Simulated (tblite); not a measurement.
C4H6F2SeSi.
Atom-mapped SMILES: `[F:1][Si:2]1([F:3])[CH:4]=[CH:5][CH2:6][CH2:7][Se:8]1` (hydrogens: H9 on C4; H10 on C5; H11, H12 on C6; H13, H14 on C7)

Computed with GFN2-xTB (tblite), gas phase: L-BFGS steps from a force-field or distance-geometry start until the largest atomic force falls under 0.01 eV/Å.

Step 58: E = -710.3026 eV
```
atom  x, y, z in Å  |  force x, y, z in eV/Å
F1      2.8709   -0.7350    1.1772   -0.026   0.006  -0.008
Si2     1.7242   -0.7933    0.0612   -0.019  -0.082   0.016
F3      2.5588   -1.4306   -1.1514   -0.001   0.004  -0.002
C4      1.1035    0.9023   -0.4064    0.003   0.000  -0.014
C5     -0.1396    1.3296   -0.2165   -0.007   0.018   0.022
C6     -1.2576    0.5433    0.4024   -0.025  -0.007   0.000
C7     -1.3550   -0.9083   -0.0458    0.011  -0.027   0.003
Se8     0.0310   -2.0991    0.7431    0.026   0.037  -0.004
H9      1.8156    1.5719   -0.8664    0.022   0.016  -0.013
H10    -0.4014    2.3392   -0.5094   -0.010   0.011   0.011
H11    -1.1606    0.5739    1.4933    0.015   0.018  -0.008
H12    -2.2030    1.0302    0.1519   -0.019   0.017   0.003
H13    -1.2811   -0.9901   -1.1309    0.018  -0.005   0.004
H14    -2.3064   -1.3345    0.2755    0.011  -0.007  -0.010
```

Step 59: E = -710.3030 eV
```
atom  x, y, z in Å  |  force x, y, z in eV/Å
F1      2.8874   -0.7441    1.1614   -0.035   0.007  -0.013
Si2     1.7245   -0.7945    0.0619   -0.012  -0.070   0.003
F3      2.5388   -1.4309   -1.1653    0.001   0.000   0.003
C4      1.1045    0.9036   -0.3995    0.005  -0.006  -0.010
C5     -0.1397    1.3303   -0.2149    0.000   0.023   0.045
C6     -1.2628    0.5449    0.3968   -0.021  -0.014   0.001
C7     -1.3520   -0.9098   -0.0421    0.019  -0.033  -0.003
Se8     0.0334   -2.0916    0.7615    0.021   0.030   0.005
H9      1.8206    1.5750   -0.8513    0.009   0.015  -0.011
H10    -0.3974    2.3427   -0.5014   -0.017   0.012   0.004
H11    -1.1782    0.5837    1.4885    0.021   0.020  -0.007
H12    -2.2070    1.0277    0.1337   -0.014   0.018  -0.004
H13    -1.2694   -0.9972   -1.1259    0.015  -0.009  -0.005
H14    -2.3032   -1.3402    0.2745    0.008   0.006  -0.007
```

Step 60: E = -710.3033 eV
```
atom  x, y, z in Å  |  force x, y, z in eV/Å
F1      2.8999   -0.7513    1.1483   -0.036   0.007  -0.010
Si2     1.7241   -0.7963    0.0629   -0.007  -0.029  -0.017
F3      2.5217   -1.4313   -1.1759    0.006  -0.008   0.000
C4      1.1051    0.9044   -0.3941    0.002  -0.010  -0.004
C5     -0.1399    1.3311   -0.2129    0.008   0.020   0.050
C6     -1.2672    0.5460    0.3927   -0.006  -0.013  -0.001
C7     -1.3490   -0.9112   -0.0394    0.020  -0.024  -0.008
Se8     0.0354   -2.0847    0.7772    0.007   0.011   0.019
H9      1.8242    1.5773   -0.8402   -0.007   0.007  -0.004
H10    -0.3952    2.3452   -0.4958   -0.018   0.010   0.002
H11    -1.1911    0.5912    1.4847    0.022   0.017   0.000
H12    -2.2104    1.0261    0.1207   -0.008   0.012  -0.011
H13    -1.2577   -1.0021   -1.1220    0.012  -0.014  -0.012
H14    -2.3005   -1.3448    0.2716    0.006   0.013  -0.004
```

**Question.** Estimate the geometry and energy of step 61. (The exact step hangs on the optimiser's Hessian estimate; all steps are aligned on step 60, rigid shifts and turns removed.)

**Answer.** E = -710.3035 eV, largest force 0.042 eV/Å
```
atom  x, y, z in Å  |  force x, y, z in eV/Å
F1      2.9100   -0.7569    1.1375   -0.040   0.006  -0.010
Si2     1.7235   -0.7980    0.0636    0.005   0.007  -0.032
F3      2.5077   -1.4324   -1.1843    0.006  -0.012   0.002
C4      1.1058    0.9052   -0.3893   -0.006  -0.008   0.000
C5     -0.1399    1.3322   -0.2101    0.014   0.010   0.038
C6     -1.2706    0.5464    0.3896    0.006  -0.003   0.000
C7     -1.3462   -0.9128   -0.0377    0.016  -0.004  -0.010
Se8     0.0370   -2.0789    0.7905   -0.007  -0.005   0.028
H9      1.8265    1.5798   -0.8313   -0.018  -0.004   0.003
H10    -0.3942    2.3469   -0.4923   -0.015   0.007   0.008
H11    -1.2007    0.5966    1.4818    0.017   0.012   0.000
H12    -2.2129    1.0253    0.1105    0.005   0.000  -0.013
H13    -1.2480   -1.0063   -1.1195    0.011  -0.017  -0.011
H14    -2.2985   -1.3476    0.2688    0.005   0.012  -0.003
```

The energy changes by -0.0002 eV. The first-order estimate −F·Δx gives -0.0003 eV and the mean of the old and new forces, exact on a quadratic surface, -0.0002 eV. The step makes an angle of 85° with the force vector and moves no atom by more than 0.016 Å.

The cost below is that of the whole relaxation. On one thread, Intel Xeon Platinum 8488C (x86_64) (shared host), this took 0.76 s wall.
